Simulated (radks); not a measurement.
Question: Excited configurations of Zn: one electron is placed in a higher orbital outside [Ar] 3d10 4s1. The ground configuration is [Ar] 3d10 4s2. All-electron calculation, Dirac Kohn-Sham, PBE, spin-unpolarised, spherical densities, point nucleus; open shells fill j = l - 1/2 first. Program: a radial shooting solver on a logarithmic mesh with Libxc functionals. Excitation = E - E(ground); binding = E(ion) - E, where the ion is the core of charge +1; n* = 1/sqrt(2 binding) in atomic units, and the quantum defect is n - n*.

outer orbital  excitation (eV)  binding (eV)     n*  quantum defect  eigenvalue (eV)  <r> (bohr)
4d3/2                    8.264         1.625  2.894           1.106           -0.711       9.863
5f5/2                    9.262         0.627  4.658           0.342           -0.366       29.51
6s1/2                    8.461         1.428  3.087           2.913           -0.871       15.31
6p1/2                    8.790         1.099  3.519           2.481           -0.671       19.05
6d3/2                    9.200         0.689  4.443           1.557           -0.423       29.77
6f5/2                    9.436         0.453  5.483           0.517           -0.286       44.29
7s1/2                    9.016         0.873  3.948           3.052           -0.561       25.43
7d3/2                    9.401         0.488  5.278           1.722           -0.317       43.87

Estimate the row for 7p1/2.

Answer: excitation (eV) 9.177; binding (eV) 0.711; n* 4.373; quantum defect 2.627; eigenvalue (eV) -0.456; <r> (bohr) 30.58. The Delta-SCF ionisation energy is 9.889 eV (NIST Atomic Spectra Database: 9.394 eV, measured). Self-interaction in the functional shifts the binding energies and quantum defects, so they are the method's values and not measured ones. Spin polarisation and multiplet splitting are left out, so open shells lie too high by an amount that depends on their filling.

Beside tabulated values, note that spin-unpolarised runs miss the spin-polarisation part of the exchange energy of open shells.
